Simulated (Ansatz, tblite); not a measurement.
Removing and adding an electron: B₂Sb. The state is a doublet with charge 0. Geometry: r2SCAN-D4/def2-TZVP. Ansatz, gas phase; energy differences of separate SCF runs; the oxidised species was run as a singlet alone; the reduced species was run as a singlet alone.

```xyz
3

B    -0.6008    0.1371    0.8061
B     0.8649    0.3320    0.4117
Sb   -0.2641   -0.4691   -1.2177
```

In the def2 sets Sb takes a core potential; there is no spin–orbit coupling. The xTB rows come from tblite. B3LYP takes the VWN-RPA correlation. The structure comes from a short search, and lower isomers may exist.

```
               level  −HOMO (eV)  vertical IE (eV)  −LUMO (eV)  vertical EA (eV)  HOMO–LUMO gap (eV)                                                                                                            remarks
            GFN1-xTB           –             12.32           –                 –                   –                                                                                                                  –
            GFN2-xTB           –             10.63           –                 –                   –                                                                                                                  –
    PBE-D4/def2-TZVP        5.28              8.29        3.64                 –                1.65                                                                         restricted SCF unstable in HF (+1 singlet)
   PBE-D4/def2-TZVPD        5.29                 –        3.64              1.30                1.65                                           HOMO above zero (-1 singlet), restricted SCF unstable in HF (-1 singlet)
 revPBE-D4/def2-TZVP        5.25              8.26        3.55                 –                1.70                                                                         restricted SCF unstable in HF (+1 singlet)
   BLYP-D4/def2-TZVP        5.13              8.15        3.61                 –                1.51                                                                         restricted SCF unstable in HF (+1 singlet)
 r2SCAN-D4/def2-TZVP        5.75              8.55        3.22                 –                2.53                                restricted SCF unstable in HF (+1 singlet), spin-contaminated (⟨S²⟩ 0.93) (doublet)
r2SCAN-D4/def2-TZVPD        5.75                 –        3.23              1.09                2.53  HOMO above zero (-1 singlet), restricted SCF unstable in HF (-1 singlet), spin-contaminated (⟨S²⟩ 0.93) (doublet)
  B3LYP-D4/def2-TZVP        6.25              8.41        3.07                 –                3.18                                restricted SCF unstable in HF (+1 singlet), spin-contaminated (⟨S²⟩ 0.84) (doublet)
   PBE0-D4/def2-TZVP        6.53              8.44        2.76                 –                3.77                                restricted SCF unstable in HF (+1 singlet), spin-contaminated (⟨S²⟩ 0.89) (doublet)
  PBE0-D4/def2-TZVPD        6.53                 –        2.76              1.21                3.77  HOMO above zero (-1 singlet), restricted SCF unstable in HF (-1 singlet), spin-contaminated (⟨S²⟩ 0.89) (doublet)
```

Relaxing the reduced species (r2SCAN-D4/def2-TZVPD) changes its energy by -0.01 eV at PBE-D4/def2-TZVPD, so the adiabatic electron affinity to this nearest minimum is 1.30 eV. At PBE0-D4/def2-TZVPD it is 1.23 eV. The highest occupied level of the relaxed charge -1 singlet lies above zero (up to 1.00 eV). By energy differences its removal costs 1.30 eV (each at its own geometry, to the charge 0 doublet, at PBE-D4/def2-TZVPD); the vertical value is larger still, so the positive level points to self-interaction error.  Run but left out: HF/def2-TZVPP, PBE-QIDH/def2-TZVP, MP2/def2-TZVPP, CCSD/def2-TZVPP, CCSD(T)/def2-TZVPP, HF/def2-TZVPD, MP2/def2-TZVPD, CCSD/def2-TZVPD, CCSD(T)/def2-TZVPD (doublet: ⟨S²⟩ 1.22 to 1.59, where a pure state has 0.75); BHLYP-D4/def2-TZVP (charge +1 singlet: restricted singlet, unstable in another Hartree–Fock run and untested here).  At PBE0-D4/def2-TZVP the lowest empty level of the doublet has α spin (-3.58 eV), and filling it gives a triplet, which wasn't run; the affinity to the singlet shown is then probably not the largest one. A HOMO above zero means that the electron is unbound at that level or that self-interaction error raises the level; the energy of removing that electron tells which. HOMO and LUMO are the levels of the spin that leaves or enters (xTB has no such levels and no spin-polarisation term). Other spin states of the ions may lie lower, which would lower the ionisation energy or raise the affinity. Raw xTB energy differences between charge states are shifted by several eV; the methods need an empirical correction for them.
